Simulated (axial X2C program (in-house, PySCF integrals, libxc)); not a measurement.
Spectroscopic constants of InTe⁻

Computed with an in-house all-electron X2C program for linear molecules (integrals from PySCF). Spin-free means the one-electron spin-free X2C Hamiltonian; two-component (2c) means X2C with spin–orbit coupling and atomic mean-field two-electron Coulomb and Gaunt terms, so the difference of the two also holds small scalar two-electron terms. Basis: Te dyall-acv3z [12s13p9d5f1g], In dyall-acv3z [12s13p10d5f1g] (cores contracted in-house); Gaussian nuclei, density fitting, unrestricted open shells. Masses: Te 129.906 u, In 114.904 u.

The run was started with this input:
```json
{
 "zs": [
  52,
  49
 ],
 "q": -1,
 "bas": [
  "dyall-acv3z",
  "dyall-acv3z"
 ],
 "levels": [
  "PBE0",
  "HF",
  "M06"
 ],
 "cc": true,
 "r0": 2.64,
 "thr": -1.0,
 "nmax": 90,
 "npts": 10,
 "nst": 2,
 "ntry": 6
}
```
```bash
python so2c.py task.json out
```

Keys: zs atomic numbers; q charge; bas basis sets; levels methods; cc coupled cluster on or off; r0 starting distance in Å; thr threshold in hartree for freezing inner shells (an s shell follows its p shell); nmax most natural virtual spinors; npts points on the curve; nst determinants followed; ntry starts of the search. HF also brings MP2.

State, spin-free: M_S = 0, Λ = 0 (closed shell); electrons by block: σα: 21, σβ: 21, π+α: 11, π+β: 11, π-α: 11, π-β: 11, δ+α: 4, δ+β: 4, δ-α: 4, δ-β: 4. Fragments: Te- + In.

State, 2c: Ω = 0 (closed shell); electrons by block: 1/2: 32, -1/2: 32, 3/2: 15, -3/2: 15, 5/2: 4, -5/2: 4. Fragments: Te- + In.

```tsv
Hamiltonian	level	Re (Å)	ωe (cm⁻¹)	ωexe (cm⁻¹)	De (eV)	D0 (eV)	μ (D)
spin-free	PBE0	2.651	205.5	0.35	3.17	3.15	2.18
spin-free	HF	2.662	210.3	0.333	1.98	1.97	2.73
spin-free	MP2	2.678	205.3	0.331	3.21	3.20	n/a
spin-free	CCSD	2.678	205.4	0.339	2.97	2.96	n/a
spin-free	CCSD(T)	2.689	201.0	0.349	3.13	3.11	n/a
spin-free	M06	2.678	200.9	0.361	3.14	3.13	2.01
2c	PBE0	2.655	203.8	0.358	n/a	n/a	2.12
2c	HF	2.666	208.6	0.34	1.63	1.62	2.65
2c	MP2	2.681	203.9	0.335	2.90	2.88	n/a
2c	CCSD	2.681	203.8	0.354	2.66	2.64	n/a
2c	CCSD(T)	2.692	199.5	0.361	2.81	2.79	n/a
2c	M06	2.683	198.6	0.372	n/a	n/a	1.94
```

Correlated methods: 10 electrons correlated (number of frozen shells: Te 4 s, 3 p, 2 d; In 4 s, 3 p, 2 d), 372 virtual spin orbitals or spinors in MP2, 90 natural virtuals in coupled cluster.

Dipoles are positive if In is the positive end and refer to the centre of mass.

One determinant describes the state; a PBE0 search over occupations chose it and may have missed a lower one. The closed shell is kept restricted, so the energy runs too high when the bond is stretched far. Dissociation energies refer to the lowest single-determinant-based atoms at the same level and basis. De is not given where an atomic determinant may have missed its ground term or J level, or where the truncated virtual space spoils (T). CCSD and (T) use frozen natural virtuals with an MP2 correction for the truncation; (T) itself is uncorrected, so its De runs slightly low. Without a current term, density functionals place determinants with orbital angular momentum somewhat too high. With the outer-core shells frozen, correlated bond lengths of heavy atoms tend to come out a few hundredths of an ångström too long. Hartree–Fock gets electron affinities wrong, so its lowest charge split need not be the true one.

Rough cost a point (2c) on 1 thread(s) of a shared host, integrals apart: PBE0 1.5 s, HF 1.2 s, CCSD(T) 5 s, M06 2.4 s.

The whole task took 4.8 min on 1 thread of Arm Neoverse V1, with other jobs on the host.
